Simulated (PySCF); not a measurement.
VF5, SMILES [F][V]([F])([F])([F])[F], multiplicity 1. Geometry optimised at PBE-D3(BJ)/def2-SVP. The multiplicity is an assumed one; no other spin state was optimised. The isomer is the one that the SMILES or the coordinates give; other isomers of the formula were not compared.

Computed equilibrium geometry at PBE-D3(BJ)/def2-SVP (PySCF confirms it by a frequency run) as bond lengths and angles, and its point group:
point group D3h.
Atoms: V1 F2 F3 F4 F5 F6. Bonded distances (Å): V1–F2 1.748, V1–F3 1.748, V1–F4 1.711, V1–F5 1.711, V1–F6 1.711. Angles (°): F2–V1–F3 180.0, F2–V1–F4 90.0, F2–V1–F5 90.0, F2–V1–F6 90.0, F3–V1–F4 90.0, F3–V1–F5 90.0, F3–V1–F6 90.0, F4–V1–F5 120.0, F4–V1–F6 120.0, F5–V1–F6 120.0.
Charge 0, spin multiplicity 1.
